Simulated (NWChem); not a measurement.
System: TiH4; SMILES [TiH4]

Here is an NWChem input.

```
start job
memory heap 200 mb stack 900 mb global 1100 mb
geometry units angstroms noautosym nocenter noautoz
  Ti    -0.000010    -0.000000    -0.000013
  H     -0.074848    -1.355727     0.997582
  H      0.123295     1.387916     0.947181
  H     -1.395811     0.084066    -0.939919
  H      1.347376    -0.116251    -1.004877
end
basis spherical
  * library 6-31g*
end
dft
  xc b3lyp
  iterations 150
end
property
  shielding 2 1 2
end
task dft property
```

Excerpt of the output:

```
             Northwest Computational Chemistry Package (NWChem) 7.3.0
             --------------------------------------------------------

                             Geometry "geometry" -> ""
                             -------------------------

 Output coordinates in angstroms (scale by  1.889725989 to convert to a.u.)

  No.       Tag          Charge          X              Y              Z
 ---- ---------------- ---------- -------------- -------------- --------------
    1 Ti                  22.0000    -0.00001000     0.00000000    -0.00001300
    2 H                    1.0000    -0.07484800    -1.35572700     0.99758200
    3 H                    1.0000     0.12329500     1.38791600     0.94718100
    4 H                    1.0000    -1.39581100     0.08406600    -0.93991900
    5 H                    1.0000     1.34737600    -0.11625100    -1.00487700

 Effective nuclear repulsion energy (a.u.)      28.7929292875

                              NWChem Property Module
                              ----------------------

  itol2e modified to match energy
  convergence criterion.

                                 NWChem DFT Module
                                 -----------------

 Summary of "ao basis" -> "ao basis" (spherical)
 ------------------------------------------------------------------------------
       Tag                 Description            Shells   Functions and Types
 ---------------- ------------------------------  ------  ---------------------
 Ti                          6-31g*                 12       34   5s4p2d1f
 H                           6-31g*                  2        2   2s

  itol2e modified to match energy
  convergence criterion.

            General Information
            -------------------
          SCF calculation type: DFT
          Wavefunction type:  closed shell.
          No. of atoms     :     5
          No. of electrons :    26
           Alpha electrons :    13
            Beta electrons :    13
          Charge           :     0
          Spin multiplicity:     1
          Use of symmetry is: off; symmetry adaption is: off
          Maximum number of iterations: 150
          AO basis - number of functions:    42
                     number of shells:    20
          Convergence on energy requested:  1.00D-07
          Convergence on density requested:  1.00D-05
          Convergence on gradient requested:  5.00D-04

              XC Information
              --------------
                         B3LYP Method XC Potential
                     Hartree-Fock (Exact) Exchange  0.200
                        Slater Exchange Functional  0.800 local
                    Becke 1988 Exchange Functional  0.720 non-local
              Lee-Yang-Parr Correlation Functional  0.810
                  VWN I RPA Correlation Functional  0.190 local

             Grid Information
             ----------------
          Grid used for XC integration:  fine
          Radial quadrature: Mura-Knowles
          Angular quadrature: Lebedev.
          Tag              B.-S. Rad. Rad. Pts. Rad. Cut. Ang. Pts.
          ---              ---------- --------- --------- ---------
          Ti                  1.40      140          10.0       974
          H                   0.35       60           8.0       590
          Grid pruning is: on
          Number of quadrature shells:   380
          Spatial weights used:  Erf1

      Superposition of Atomic Density Guess
      -------------------------------------

 Sum of atomic energies:        -850.29413974

      Non-variational initial energy
      ------------------------------

 Total energy =    -849.866867
 1-e energy   =   -1221.699264
 2-e energy   =     343.039467
 HOMO         =      -0.311572
 LUMO         =       0.022965

   convergence    iter        energy       DeltaE   RMS-Dens  Diis-err
 ---------------- ----- ----------------- --------- --------- ---------
 d= 0,ls=0.0,diis     1   -851.3321726400 -8.80D+02  8.24D-02  1.00D+00
 d= 0,ls=0.5,diis     2   -844.3253693063  7.01D+00  1.28D-02  4.80D+01
 d= 0,ls=0.5,diis     3   -846.1456020974 -1.82D+00  4.94D-03  3.89D+01
 d= 0,ls=0.5,diis     4   -846.6934022640 -5.48D-01  3.19D-03  3.64D+01
 d= 0,ls=0.5,diis     5   -847.0750709499 -3.82D-01  5.52D-03  3.43D+01
 d= 0,ls=0.5,diis     6   -847.7871604824 -7.12D-01  9.64D-03  2.92D+01
 d= 0,ls=0.5,diis     7   -848.9106546999 -1.12D+00  1.39D-02  1.98D+01
 d= 0,ls=0.5,diis     8   -850.1372993551 -1.23D+00  1.19D-02  8.73D+00
 d= 0,ls=0.5,diis     9   -850.7912011228 -6.54D-01  7.09D-03  3.23D+00
 d= 0,ls=0.5,diis    10   -851.0366262689 -2.45D-01  5.72D-03  1.48D+00
 d= 0,ls=0.5,diis    11   -851.1675499330 -1.31D-01  6.86D-03  7.33D-01
 d= 0,ls=0.5,diis    12   -851.2780083274 -1.10D-01  7.39D-03  2.42D-01
 d= 0,ls=0.5,diis    13   -851.3671588367 -8.92D-02  8.51D-03  9.42D-02
 d= 0,ls=0.5,diis    14   -851.4466364943 -7.95D-02  8.50D-03  1.13D-01
  Resetting Diis
 d= 0,ls=0.5,diis    15   -851.4957819252 -4.91D-02  6.87D-03  2.55D-01
 d= 0,ls=0.5,diis    16   -851.5068972574 -1.11D-02  1.97D-02  4.56D-01
 d= 0,ls=0.5,diis    17   -851.5813632316 -7.45D-02  5.04D-03  2.78D-01
 d= 0,ls=0.5,diis    18   -851.6273093633 -4.59D-02  4.35D-03  9.54D-02
 d= 0,ls=0.5,diis    19   -851.6566672218 -2.94D-02  3.64D-03  2.78D-02
 d= 0,ls=0.5,diis    20   -851.6723573116 -1.57D-02  2.70D-03  1.59D-02
 d= 0,ls=0.5,diis    21   -851.6808962868 -8.54D-03  1.94D-03  8.89D-03
 d= 0,ls=0.5,diis    22   -851.6853883020 -4.49D-03  1.35D-03  3.89D-03
 d= 0,ls=0.5,diis    23   -851.6875451355 -2.16D-03  9.32D-04  1.77D-03
 d= 0,ls=0.5,diis    24   -851.6885619883 -1.02D-03  6.32D-04  8.29D-04
 d= 0,ls=0.5,diis    25   -851.6890378490 -4.76D-04  4.25D-04  3.46D-04
 d= 0,ls=0.5,diis    26   -851.6892535591 -2.16D-04  2.90D-04  1.68D-04
 d= 0,ls=0.5,diis    27   -851.6893548013 -1.01D-04  1.97D-04  7.52D-05
 d= 0,ls=0.5,diis    28   -851.6894015668 -4.68D-05  1.34D-04  3.51D-05
 d= 0,ls=0.5,diis    29   -851.6894233611 -2.18D-05  9.16D-05  1.61D-05
 d= 0,ls=0.5,diis    30   -851.6894335198 -1.02D-05  6.23D-05  7.30D-06
 d= 0,ls=0.5,diis    31   -851.6894382192 -4.70D-06  4.25D-05  3.38D-06
 d= 0,ls=0.5,diis    32   -851.6894404033 -2.18D-06  2.90D-05  1.57D-06
 d= 0,ls=0.5,diis    33   -851.6894414206 -1.02D-06  1.98D-05  7.24D-07
 d= 0,ls=0.5,diis    34   -851.6894418922 -4.72D-07  1.35D-05  3.36D-07
 d= 0,ls=0.5,diis    35   -851.6894421112 -2.19D-07  9.18D-06  1.56D-07
 d= 0,ls=0.5,diis    36   -851.6894422130 -1.02D-07  6.26D-06  7.22D-08
 d= 0,ls=0.5,diis    37   -851.6894422602 -4.73D-08  4.26D-06  3.35D-08

         Total DFT energy =     -851.689442282208
      One electron energy =    -1221.243835736340
           Coulomb energy =      384.177583424506
    Exchange-Corr. energy =      -43.416119257921
 Nuclear repulsion energy =       28.792929287546

 Numeric. integr. density =       26.000000943305

                       DFT Final Molecular Orbital Analysis
                       ------------------------------------

 Vector   11  Occ=2.000000D+00  E=-3.221103D-01
              MO Center= -4.1D-02,  4.7D-02,  4.4D-03, r^2= 2.7D+00
   Bfn.  Coefficient  Atom+Function         Bfn.  Coefficient  Atom+Function
  ----- ------------  ---------------      ----- ------------  ---------------
    19      0.275758  1 Ti d -1              21      0.236774  1 Ti d  1
    38      0.230423  3 H  s                 40     -0.229083  4 H  s
    36     -0.210173  2 H  s                 42      0.208808  5 H  s
    24      0.194235  1 Ti d -1              37      0.169471  3 H  s
    39     -0.168487  4 H  s                 26      0.166777  1 Ti d  1

 Vector   12  Occ=2.000000D+00  E=-3.220974D-01
              MO Center=  4.3D-01,  3.0D-01, -4.1D-02, r^2= 2.4D+00
   Bfn.  Coefficient  Atom+Function         Bfn.  Coefficient  Atom+Function
  ----- ------------  ---------------      ----- ------------  ---------------
    22      0.323365  1 Ti d  2              42      0.302268  5 H  s
    38     -0.283393  3 H  s                 27      0.227768  1 Ti d  2
    41      0.222309  5 H  s                 37     -0.208427  3 H  s
     9      0.144500  1 Ti pz                21      0.135877  1 Ti d  1
    36     -0.113145  2 H  s                 13     -0.107101  1 Ti pz

 Vector   13  Occ=2.000000D+00  E=-3.220922D-01
              MO Center= -3.9D-01, -3.5D-01,  3.6D-02, r^2= 2.4D+00
   Bfn.  Coefficient  Atom+Function         Bfn.  Coefficient  Atom+Function
  ----- ------------  ---------------      ----- ------------  ---------------
    36      0.296740  2 H  s                 40     -0.289235  4 H  s
    21      0.240870  1 Ti d  1              19     -0.222675  1 Ti d -1
    35      0.218241  2 H  s                 39     -0.212719  4 H  s
    26      0.169661  1 Ti d  1              22     -0.157364  1 Ti d  2
    24     -0.156846  1 Ti d -1              27     -0.110843  1 Ti d  2

 Vector   14  Occ=0.000000D+00  E=-1.141696D-01
              MO Center= -3.7D-06,  6.1D-06, -2.4D-06, r^2= 7.6D-01
   Bfn.  Coefficient  Atom+Function         Bfn.  Coefficient  Atom+Function
  ----- ------------  ---------------      ----- ------------  ---------------
    18      0.549283  1 Ti d -2              20     -0.414373  1 Ti d  0
    23      0.389936  1 Ti d -2              25     -0.294164  1 Ti d  0
    22      0.080087  1 Ti d  2              27      0.056858  1 Ti d  2
    21      0.028969  1 Ti d  1

 Vector   15  Occ=0.000000D+00  E=-1.141611D-01
              MO Center= -8.6D-06, -1.9D-06, -2.3D-05, r^2= 7.6D-01
   Bfn.  Coefficient  Atom+Function         Bfn.  Coefficient  Atom+Function
  ----- ------------  ---------------      ----- ------------  ---------------
    20      0.555214  1 Ti d  0              18      0.411200  1 Ti d -2
    25      0.394153  1 Ti d  0              23      0.291916  1 Ti d -2
    22      0.060131  1 Ti d  2              27      0.042690  1 Ti d  2

 Vector   16  Occ=0.000000D+00  E=-9.659512D-02
              MO Center=  9.0D-03,  7.8D-03, -3.8D-04, r^2= 3.1D+00
   Bfn.  Coefficient  Atom+Function         Bfn.  Coefficient  Atom+Function
  ----- ------------  ---------------      ----- ------------  ---------------
    21      0.393339  1 Ti d  1              19     -0.343070  1 Ti d -1
    12      0.280430  1 Ti py                26      0.255458  1 Ti d  1
    11     -0.244374  1 Ti px                24     -0.222810  1 Ti d -1
    16      0.178555  1 Ti py                15     -0.155598  1 Ti px
     8     -0.102823  1 Ti py                 7      0.089603  1 Ti px

     Multipole analysis of the density
     ---------------------------------

     L   x y z        total         alpha         beta         nuclear
     -   - - -        -----         -----         ----         -------
     0   0 0 0     -0.000000    -13.000000    -13.000000     26.000000

     1   1 0 0     -0.000029      0.000182      0.000182     -0.000393
     1   0 1 0      0.000012      0.000002      0.000002      0.000008
     1   0 0 1     -0.000015      0.000294      0.000294     -0.000603

     2   2 0 0    -17.505409    -15.510077    -15.510077     13.514744
     2   1 1 0      0.002370      0.003645      0.003645     -0.004919
     2   1 0 1     -0.000192     -0.000306     -0.000306      0.000421
     2   0 2 0    -17.506057    -15.511067    -15.511067     13.516078
     2   0 1 1      0.000035      0.000086      0.000086     -0.000137
     2   0 0 2    -17.507481    -15.512957    -15.512957     13.518433

          -----------------------------------------
          Chemical Shielding Tensors (GIAO, in ppm)
          -----------------------------------------

                                NWChem CPHF Module
                                ------------------

  scftype          =     RHF
  nclosed          =       13
  nopen            =        0
  variables        =      377
  # of vectors     =        3
  tolerance        = 0.10D-03
  level shift      = 0.00D+00
  max iterations   =       50
  max subspace     =       30

 SCF residual:    1.7636599378691891E-004

Iterative solution of linear equations
  No. of variables      377
  No. of equations        3
  Maximum subspace       30
        Iterations       50
       Convergence  1.0D-04

   iter   nsub   residual    time
   ----  ------  --------  ---------
     1      3    1.65D+00      31.3
     2      6    4.60D-02      32.7
     3      9    6.85D-03      34.1
     4     12    2.97D-04      35.5
     5     15    6.52D-06      37.6

      Atom:    1  Ti
        Diamagnetic
   1608.3999     -0.0002      0.0000
     -0.0002   1608.3999      0.0000
      0.0000      0.0000   1608.3998

        Paramagnetic
  -3972.9536     -0.5808      0.0325
     -0.5808  -3972.7957      0.0061
      0.0325      0.0061  -3972.5531

        Total Shielding Tensor
  -2364.5536     -0.5810      0.0325
     -0.5810  -2364.3958      0.0062
      0.0325      0.0062  -2364.1533

           isotropic =   -2364.3676
          anisotropy =      -1.0415

          Principal Components and Axis System
                 1           2           3
            -2365.0619  -2364.1534  -2363.8874

      1         0.7531     -0.0178     -0.6576
      2         0.6571      0.0682      0.7507
      3        -0.0314      0.9975     -0.0631

      Atom:    2  H
        Diamagnetic
     23.8042      0.5101     -0.3749
      0.5101     33.0067     -6.7924
     -0.3749     -6.7924     28.7736

        Paramagnetic
     14.7160     -2.5696      1.8909
     -2.5696    -31.6814     34.2460
      1.8909     34.2460    -10.3410

        Total Shielding Tensor
     38.5203     -2.0594      1.5160
     -2.0594      1.3252     27.4536
      1.5160     27.4536     18.4326

           isotropic =      19.4260
          anisotropy =      28.8129

          Principal Components and Axis System
                 1           2           3
               38.6346     38.6336    -18.9901

      1         0.6158      0.7866      0.0444
      2         0.4446     -0.3935      0.8046
      3         0.6504     -0.4758     -0.5921
```

Level: B3LYP/6-31G* (spherical d), GIAO. Geometry: optimised at PBE0/def2-SVP. B3LYP is NWChem's, with the RPA form of VWN correlation. The printed shielding anisotropy is the first printed principal value minus the mean of the other two.
